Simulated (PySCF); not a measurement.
## Ag⁴⁵⁺ (silver, charge +45): Hartree-Fock from Schrödinger to Dirac-Coulomb-Breit

Occupied: 1s1/2. Hartree-Fock calculated with PySCF 2.14 in an even-tempered Gaussian basis (19 s from 7.8 bohr⁻², ratio 2.3; 14 p from 9.3 bohr⁻², ratio 2.3), Gaussian nucleus throughout. NR is non-relativistic, sf-X2C the spin-free one-electron X2C Hamiltonian, X2C adds the bare one-electron spin-orbit term, X2C-SNSO screens it by Boettger's factors, DC is four-component Dirac-Coulomb, and the Gaunt and Breit terms are added at first order (total energies over the DC spinors, levels after relaxing the spinors in that mean field). QED terms are absent. Levels marked empty are virtual spinors of this ion.

```csv
Hamiltonian,E (hartree),E − E(DC) (hartree),CPU seconds
NR,-2179.6885,67.6755,0.27
sf-X2C,-2246.6767,0.6873,0.16
X2C,-2246.6767,0.6873,0.16
X2C-SNSO,-2246.6767,0.6873,0.16
DC,-2247.3640,0.0000,3.4
DC+Gaunt,-2245.9593,1.4047,5.8
DC+Breit,-2245.9593,1.4047,54
```

```csv
level (eV),NR,sf-X2C,X2C,X2C-SNSO,DC,DC+Gaunt,DC+Breit
1s1/2,-29259.5,-30143.4,-30143.4,-30143.4,-30161.9,-30124.1,-30124.1
2s1/2 (empty),-7011.5,-7276.6,-7276.6,-7276.6,-7278.5,-7274.4,-7274.9
2p1/2 (empty),-6924.3,-7034.9,-7183.1,-7179.7,-7178.5,-7169.9,-7171.3
2p3/2 (empty),-6924.3,-7034.9,-6967.6,-6969.0,-6970.5,-6966.0,-6967.3
3s1/2 (empty),-3095.4,-3188.0,-3188.0,-3188.0,-3188.5,-3187.3,-3187.5
```

```
interval (eV)    X2C  X2C-SNSO     DC  DC+Gaunt  DC+Breit
2p3/2 − 2p1/2  215.5     210.7  208.1     203.9     203.9
```

Weight of the small component: 1s1/2 0.0299, 2s1/2 0.00715, 2p1/2 0.00711, 2p3/2 0.00689, 3s1/2 0.00313.

Koopmans' value for the highest occupied level at DC+Breit: 30124.1 eV, against an ionisation energy of 30097.3 eV (theoretical estimate listed by NIST; NIST Atomic Spectra Database, ionization energies); the former lacks relaxation, correlation, QED and recoil.

The whole ladder took 65 s of wall time on 1 thread of Intel(R) Xeon(R) Platinum 8488C (shared host), launched as `OMP_NUM_THREADS=1 python relrun2.py TASK.json OUT` (a driver that calls PySCF for each Hamiltonian).
